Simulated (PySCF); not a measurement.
# Radial density of P⁺ (phosphorus, charge +1)

UHF, [Ne] 3s2 3p2, high-spin 3P determinant. Calculation: PySCF 2.14, in aug-cc-pV(D+d)Z (5s4p3d, 32 functions); no relativity, point nucleus.

```json
{"r (bohr)": "0.00147", "4πr²ρ (e/bohr)": "0.05681", "4πr²(ρα − ρβ)": "0.0000"}
{"r (bohr)": "0.00247", "4πr²ρ (e/bohr)": "0.1564", "4πr²(ρα − ρβ)": "0.0000"}
{"r (bohr)": "0.00416", "4πr²ρ (e/bohr)": "0.4197", "4πr²(ρα − ρβ)": "0.0000"}
{"r (bohr)": "0.00700", "4πr²ρ (e/bohr)": "1.092", "4πr²(ρα − ρβ)": "0.0001"}
{"r (bohr)": "0.0118", "4πr²ρ (e/bohr)": "2.676", "4πr²(ρα − ρβ)": "0.0002"}
{"r (bohr)": "0.0198", "4πr²ρ (e/bohr)": "5.962", "4πr²(ρα − ρβ)": "0.0005"}
{"r (bohr)": "0.0333", "4πr²ρ (e/bohr)": "11.28", "4πr²(ρα − ρβ)": "0.0017"}
{"r (bohr)": "0.0560", "4πr²ρ (e/bohr)": "16.37", "4πr²(ρα − ρβ)": "0.0074"}
{"r (bohr)": "0.0942", "4πr²ρ (e/bohr)": "15.82", "4πr²(ρα − ρβ)": "0.0316"}
{"r (bohr)": "0.159", "4πr²ρ (e/bohr)": "11.06", "4πr²(ρα − ρβ)": "0.1048"}
{"r (bohr)": "0.267", "4πr²ρ (e/bohr)": "13.65", "4πr²(ρα − ρβ)": "0.1952"}
{"r (bohr)": "0.448", "4πr²ρ (e/bohr)": "15.02", "4πr²(ρα − ρβ)": "0.1043"}
{"r (bohr)": "0.754", "4πr²ρ (e/bohr)": "5.405", "4πr²(ρα − ρβ)": "0.0435"}
{"r (bohr)": "1.27", "4πr²ρ (e/bohr)": "2.211", "4πr²(ρα − ρβ)": "0.7594"}
{"r (bohr)": "2.13", "4πr²ρ (e/bohr)": "1.864", "4πr²(ρα − ρβ)": "0.9643"}
{"r (bohr)": "3.59", "4πr²ρ (e/bohr)": "0.2793", "4πr²(ρα − ρβ)": "0.1865"}
{"r (bohr)": "6.04", "4πr²ρ (e/bohr)": "0.003053", "4πr²(ρα − ρβ)": "0.0027"}
{"r (bohr)": "10.2", "4πr²ρ (e/bohr)": "1.361e-05", "4πr²(ρα − ρβ)": "0.0000"}
```
